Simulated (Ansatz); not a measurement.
CH₅FSSi (`C[SiH](F)S`) at its PBE0-D4/def2-TZVP geometry, where that method's forces vanish. Total charge 0; spin multiplicity 1.

```xyz
9

C     0.7202   -0.2078    0.8864
Si    0.0523    0.1680   -0.7988
F     0.1454   -1.1763   -1.6645
S    -1.9445    0.8921   -0.7450
H     0.7227    0.6920    1.5051
H     0.1135   -0.9672    1.3857
H     1.7433   -0.5849    0.8132
H     0.8136    1.2124   -1.5212
H    -2.3666   -0.0283    0.1392
```

Q: What forces (eV/Å) does r2SCAN-D4/def2-TZVPP give on these atoms in the Gaussian-basis code of Ansatz? (An estimate is asked.)

A: The calculation gave: 
```
C1   0.007  0.017 -0.017
Si2  0.044  0.032  0.014
F3   0.009 -0.044 -0.024
S4  -0.056  0.036 -0.012
H5   0.008 -0.033  0.003
H6   0.016  0.015 -0.002
H7  -0.019  0.004  0.016
H8  -0.014 -0.018  0.017
H9   0.004 -0.009  0.006
```
